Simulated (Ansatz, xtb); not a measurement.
Two isomers of C2H7NSn

Structure I: `CC[NH][SnH]`, a singlet. Structure II: `C[CH2][Sn][NH2]`, a singlet. Both are isolated molecules in the gas phase, relaxed with PBE0-D4/def2-SVP; the shapes shown needn't be the lowest conformers.

I (Å):

```csv
atom,x (Å),y (Å),z (Å)
C,1.2565,1.4081,0.0683
C,-0.0471,0.7722,-0.3948
N,-0.2285,-0.5781,0.0844
Sn,-1.5639,-1.3665,1.4005
H,2.1278,0.8263,-0.2748
H,1.3618,2.4313,-0.3258
H,1.2960,1.4538,1.1677
H,-0.0887,0.7986,-1.5020
H,-0.8989,1.3761,-0.0421
H,0.4777,-1.2131,-0.2831
H,-2.3513,0.2286,1.5905
```

II (Å):

```xyz
11

C    -0.5561   -0.6729   -0.8761
C    -1.3244   -1.6528   -0.0060
N     1.2957   -1.2085    1.6282
Sn   -0.3808   -2.3183    1.8950
H    -1.1064   -0.4030   -1.7943
H     0.4147   -1.0852   -1.1981
H    -0.3461    0.2698   -0.3439
H    -2.3093   -1.2409    0.2821
H    -1.5557   -2.5807   -0.5613
H     2.0656   -1.1911    2.2889
H     1.4822   -0.6040    0.8333
```

Energies in hartree; the thermal terms are from PBE0-D4/def2-SVP harmonic frequencies (ideal gas, rigid rotor, one conformer each, 298.15 K, 1 atm) and include the zero-point energy:

```
                              I           II
E, CCSD(T)/def2-SVP  −348.126918  −348.134200
    E, MP2/def2-SVP  −348.055274  −348.065194
  E, MP2/def2-TZVPP  −348.538063  −348.556830
  zero-point energy     0.088195     0.089362
       H(298 K) − E     0.095235     0.096978
       G(298 K) − E     0.057177     0.058005
```

Task: Correct the CCSD(T) difference for the basis set by the MP2 change, then work out ΔE, ΔE₀, ΔH and ΔG for I → II in kJ/mol (1 Eh = 2625.50 kJ/mol) and the equilibrium ratio [II]/[I].

Result: 1. Differences II − I: CCSD(T) −0.007282, MP2 in the small set −0.009920, MP2 in the large set −0.018767 Eh.
2. ΔE = −0.007282 + (−0.018767 − (−0.009920)) = −0.016129 Eh = −42.35 kJ/mol.
3. ΔE₀ = ΔE + ΔZPE = −0.016129 + (+0.001167) Eh = −39.28 kJ/mol.
4. ΔH = ΔE + (+0.001743) Eh = −37.77 kJ/mol.
5. ΔG = ΔE + (+0.000828) Eh = −40.17 kJ/mol, so ΔS = (ΔH − ΔG)/T = +8.1 J/(mol K).
6. kT = 0.9442 mEh, so K = [II]/[I] = exp(−ΔG/kT) = exp(+16.21) ≈ 1.1 × 10^7.

Structure II is favoured at this temperature. An error of 4 kJ/mol in ΔG would change K by a factor of 5. The basis-set step is large, which makes the value less sure. GFN2-xTB gave ΔE the other sign. Mirror images and further conformers aren't counted.

As drawn, II has 1 C–Sn, 1 N–H in place of 1 C–N, 1 Sn–H.

Other levels gave ΔE = +55.8 (GFN2-xTB); −35.1 (HF/STO-3G, GFN2-xTB geometries); −22.5 (r2SCAN-D4/def2-SVP, GFN2-xTB geometries); −23.4 (PBE0-D4/def2-SVP); −17.7 (HF/def2-SVP); −26.0 (MP2/def2-SVP); −19.1 (CCSD(T)/def2-SVP) kJ/mol. The correlated steps freeze 7 core orbitals; the filled d shell of Sn is correlated, in a basis made for valence electrons. Atoms past krypton carry core potentials in the def2 sets, without spin–orbit terms. Programs: Ansatz 0.2.0, xtb 6.7.1.
